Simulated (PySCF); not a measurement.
An unknown shows these calculated signals:

1H NMR (400 MHz, computed): δ 7.79 (m, 1H), 7.12 (m, 1H), 6.17 (br s, 1H), 4.78 (q, 2H), 0.40 (t, 3H).

13C{1H} NMR (computed): δ 165.2 (C), 163.0 (C), 154.4 (C), 129.5 (CH), 129.0 (CH), -6.3 (CH3).

- geometry from GFN2-xTB
- shielding tensors at PBE0/pcSseg-1 (GIAO)
- program: PySCF 2.14
- one computed conformer, equivalent nuclei averaged, non-relativistic, isolated molecule

Referencing at the same level of theory: TMS for 1H (σ = 31.72 ppm) and 13C (σ = 186.93 ppm).

Problem. Which of these does the molecule contain: an S-methyl group, an OH group, a CF3 group, an amide, a heteroaromatic ring, a Si–CH3 group?

Solution. 
- An S-methyl group: no.
- An OH group: yes (δH 6.17 (br s)).
- A CF3 group: no.
- An amide: no.
- A heteroaromatic ring: yes.
- A Si–CH3 group: yes (δC -6.3; δH 0.40 (t)).

The data belong to SMILES C[SiH2]c1ccc(C(=O)O)o1, C6H8O3Si; they needn't prove each group on their own.

Carbon signals by region: 2 in the far downfield region (above 160 ppm), 3 in the sp2 and nitrile region (100–160 ppm), 1 below 50 ppm. Above 160 ppm: 165.2, substituted aromatic carbon next to the ring oxygen, 163.0, carboxylic acid carbon.

OH and NH positions are those of a molecule without intermolecular hydrogen bonds; in solution they move with solvent, concentration and temperature, and exchange usually removes their couplings. Shifts are as computed. Against solution values, carbons near 30 ppm lie about +3 ppm off and those near 130 ppm about +5 ppm. Of 1211 compounds with measured shifts, 218 miss one by over three times the rms of a fit or turn the order of signals round; such compounds aren't used in these exercises. Hydrogen bonding in solution deshields acid and N–H amide carbonyl carbons by as much as 10 ppm beyond these values. Multiplicities follow the n + 1 count of equivalent neighbours, as no J values were calculated; m marks all less simple cases, F and P coupling included.
